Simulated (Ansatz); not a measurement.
Relaxing a trial structure of C3H7CdCl

The starting geometry of this gas-phase triplet was optimised with GFN2-xTB as a singlet; its bonds are those of `C[CH](C)[Cd][Cl]`.

```xyz
12

C     0.0640    0.7203    1.5334
C     0.6002    0.6340    0.1109
C     0.2720   -0.7128   -0.5188
Cd    2.7920    0.6830    0.3016
Cl    3.7146   -1.0483    1.6184
H     0.5340   -0.0370    2.1708
H     0.2386    1.7095    1.9654
H    -1.0132    0.5348    1.5432
H     0.1968    1.4468   -0.4979
H     0.7403   -1.5277    0.0444
H    -0.8078   -0.8828   -0.5052
H     0.6063   -0.7586   -1.5588
```

Question: Predict what becomes of its bonds when it is optimised with PBE0-D4/def2-SVP.

Answer: It loosens into C3H7 + CdCl, which stay close as a complex. Contacts that open: C2–Cd4 (2.20 → 3.06 Å).

The energy falls by 1.11 eV over 12 steps:

```json
{"step": "1", "E − E(last) (eV)": "1.109"}
{"step": "2", "E − E(last) (eV)": "0.391"}
{"step": "3", "E − E(last) (eV)": "0.136"}
{"step": "5", "E − E(last) (eV)": "0.013"}
{"step": "6", "E − E(last) (eV)": "0.004"}
{"step": "7", "E − E(last) (eV)": "0.001"}
{"step": "8", "E − E(last) (eV)": "0.000"}
{"step": "10", "E − E(last) (eV)": "0.000"}
{"step": "11", "E − E(last) (eV)": "0.000"}
{"step": "12", "E − E(last) (eV)": "0.000"}
```

Final geometry (Å):

```xyz
12

C     0.0379    0.7253    1.5711
C     0.3079    0.5848    0.1168
C     0.2555   -0.7484   -0.5371
Cd    3.3567    0.8799    0.2184
Cl    3.2400   -1.0801    1.5850
H     0.6140   -0.0123    2.1542
H     0.2755    1.7329    1.9459
H    -1.0337    0.5466    1.7974
H     0.2005    1.4750   -0.5166
H     0.8311   -1.4939    0.0362
H    -0.7872   -1.1240   -0.5952
H     0.6397   -0.7246   -1.5686
```

No frequencies were run, so the end isn't proven a minimum. Open shells are spin-unrestricted. The triplet needn't be the ground state. Atoms past krypton carry core potentials, without spin–orbit terms. Run with Ansatz 0.2.0, 110 s on 2 threads of Arm Neoverse V1, on a shared host.
